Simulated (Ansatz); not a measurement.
The cluster RuO₂. Charge 0, multiplicity 1. Geometry B3LYP-D4/def2-TZVP.

```xyz
3

Ru   -0.0991    0.2115    0.0704
O     0.9840   -0.1130    1.3023
O    -0.8850   -0.0985   -1.3727
```

In the def2 sets Ru takes a core potential, while STO-3G treats all electrons; there is no spin–orbit coupling. The restricted singlet is unstable towards broken spin symmetry in Hartree–Fock (as tested in another run); at HF/STO-3G this wasn't settled. The restricted singlet is unstable towards broken spin symmetry at other levels; at PBE-D4/def2-SVP, PBE-D4/def2-TZVPD, r2SCAN-D4/def2-TZVPD, PBE0-D4/def2-SVP this wasn't settled. The geometry of the singlet was relaxed on an unsound state (restricted singlet, unstable towards broken spin symmetry at other levels and untested here). The structure comes from a short search, and lower isomers may exist.

(1) Estimate the orbital energies around the gap (eV) in Ansatz with HF/STO-3G, PBE-D4/def2-SVP, PBE-D4/def2-TZVPD, r2SCAN-D4/def2-TZVPD, PBE0-D4/def2-SVP.

## Answers

(1) 
```
orbital  HF/STO-3G  PBE-D4/def2-SVP  PBE-D4/def2-TZVPD  r2SCAN-D4/def2-TZVPD  PBE0-D4/def2-SVP
 HOMO−5     -10.02           -10.61             -10.62                -10.91            -12.29
 HOMO−4      -8.50            -8.46              -8.50                 -8.76             -9.93
 HOMO−3      -8.41            -8.45              -8.49                 -8.74             -9.88
 HOMO−2      -7.44            -7.64              -7.69                 -7.98             -9.22
 HOMO−1      -6.74            -5.90              -5.95                 -6.14             -7.79
   HOMO      -6.68            -5.89              -5.95                 -6.14             -7.79
   LUMO       2.43            -5.11              -5.16                 -5.07             -4.32
 LUMO+1       7.39            -3.62              -3.71                 -3.65             -2.77
 LUMO+2       7.85            -3.18              -3.27                 -3.18             -2.31
 LUMO+3       8.79            -0.10              -0.21                  0.19              0.53
 LUMO+4       8.87            -0.08              -0.17                  0.26              0.54
 LUMO+5      15.11             0.79               0.28                  0.82              1.43
```
